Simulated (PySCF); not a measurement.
Job file and geometry (Å, from PBE0-D3(BJ)/def2-SVP) of an NMR shielding run on H2Li2S2, PySCF, GIAO PBE0/pcSseg-1 NMR shielding, non-relativistic, gas phase; density fitting, a coarse starting grid and PySCF grid level 2 are the driver's defaults:

```
{"job": {"kind": "nmr", "xc": "PBE0", "basis": "pcSseg-1"}, "charge": 0, "multiplicity": 1}
Li     0.630713    -0.939061    -0.805538
S      1.687474     0.063359     1.006797
Li    -0.624261     0.206459     1.221716
S     -1.680820    -0.854990    -0.556910
H      1.874783     1.284046     0.456304
H     -1.887879     0.240187    -1.322368
```

**Question.** Write the output of this run.

**Answer.** 
```
coarse grid: 6640 points
cycle   1  E = -812.3540085321  dE = -5.012e-02  |g| = 3.914e-01  |ddm| = 1.789e+00
cycle   2  E = -812.3571159865  dE = -3.107e-03  |g| = 4.236e-01  |ddm| = 1.194e+00
cycle   3  E = -812.4091582953  dE = -5.204e-02  |g| = 2.291e-02  |ddm| = 5.804e-01
cycle   4  E = -812.4092471614  dE = -8.887e-05  |g| = 4.871e-03  |ddm| = 2.632e-02
cycle   5  E = -812.4092541224  dE = -6.961e-06  |g| = 1.713e-03  |ddm| = 7.826e-03
final grid: 55936 points
cycle   6  E = -812.4182562340  dE = -4.336e-05  |g| = 6.971e-03  |ddm| = 2.933e-02
cycle   7  E = -812.4182576672  dE = -1.433e-06  |g| = 6.462e-03  |ddm| = 1.564e-02
cycle   8  E = -812.4182671514  dE = -9.484e-06  |g| = 3.163e-04  |ddm| = 7.943e-03
cycle   9  E = -812.4182671829  dE = -3.141e-08  |g| = 8.719e-05  |ddm| = 4.482e-04
cycle  10  E = -812.4182671853  dE = -2.458e-09  |g| = 8.143e-06  |ddm| = 9.848e-05
cycle  11  E = -812.4182671853  dE = -2.012e-11  |g| = 2.267e-06  |ddm| = 1.141e-05
converged SCF energy = -812.4182671853

GIAO shielding tensors (ppm)
atom      isotropic    diamagn.    paramagn.     s11        s22        s33       span
  0 Li      86.964      99.686     -12.722     75.704     84.252    100.936     25.232
  1 S      813.143    1057.362    -244.220    723.730    775.362    940.336    216.606
  2 Li      86.961      99.692     -12.730     75.700     84.241    100.943     25.242
  3 S      813.153    1057.361    -244.208    723.706    775.419    940.336    216.630
  4 H       32.706      29.804       2.902     26.382     27.558     44.177     17.794
  5 H       32.707      29.804       2.903     26.384     27.561     44.177     17.793
```

Size and cost of the density-fitted run: 82 basis functions, 3.9 s wall time on 1 thread of an x86-64 server CPU, shared host.
